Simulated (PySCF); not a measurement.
How methods differ on the excitation energy of Tc⁺

Tc⁺ [Kr] 4d5 5s1 (7S) → Tc⁺ [Kr] 4d6 (5D), as a difference of total energies. Computed with PySCF 2.14 in aug-cc-pVDZ-PP with ECP28MDF, with a scalar-relativistic core potential. Correlated levels: valence: 4s2 4p6 frozen. The calculations carry no spin-orbit coupling.

```json
{"method": "UHF", "excitation energy (cm⁻¹)": "11932"}
{"method": "MP2 (valence)", "excitation energy (cm⁻¹)": "7330.5"}
{"method": "SCS-MP2 (valence)", "excitation energy (cm⁻¹)": "3550.2"}
{"method": "CCSD (valence)", "excitation energy (cm⁻¹)": "7194.7"}
{"method": "CCSD(T) (valence)", "excitation energy (cm⁻¹)": "6901.3"}
```
